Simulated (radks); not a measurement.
Values are calculated unless marked as measured or tabulated.
These are the eigenvalues of the occupied orbitals of an atom or ion with whole-number occupations (eV). Code: a radial shooting solver on a logarithmic mesh with Libxc functionals. Model: scalar-relativistic Kohn-Sham, r2SCAN, spin-polarised, spherical densities, finite nucleus; meta-GGA in the generalised Kohn-Sham scheme; Fermi nuclear charge, rms radius of each element as measured or else 0.836 A^(1/3) + 0.57 fm.

| orbital | eigenvalue |
|---|---|
| 1s up | -30403.58 |
| 1s down | -30403.52 |
| 2s up | -4679.182 |
| 2s down | -4679.174 |
| 2p up | -4202.143 |
| 2p down | -4202.123 |
| 3s up | -958.4436 |
| 3s down | -958.3896 |
| 3p up | -801.8365 |
| 3p down | -801.7791 |
| 3d up | -563.3033 |
| 3d down | -563.2527 |
| 4s up | -195.5091 |
| 4s down | -195.3586 |
| 4p up | -147.3300 |
| 4p down | -147.1652 |
| 4d up | -76.8540 |
| 4d down | -76.4747 |
| 5s up | -50.4963 |

Which element is it, and in what charge state? The configuration may be excited. Open shells, if any, are filled with parallel spins first.

Answer. Z = 51, antimony, charge +4: Sb4+ in [Kr] 4d10 5s1. The list shows which subshells hold electrons but not how many an open one holds; the 1s level, -1117.3 hartree, gives Z - s = 47.3 by -(Z - s)^2/2, which with screening and relativity narrows Z to a few neighbours, and the depths of the outer levels then fix element, charge and occupations together.
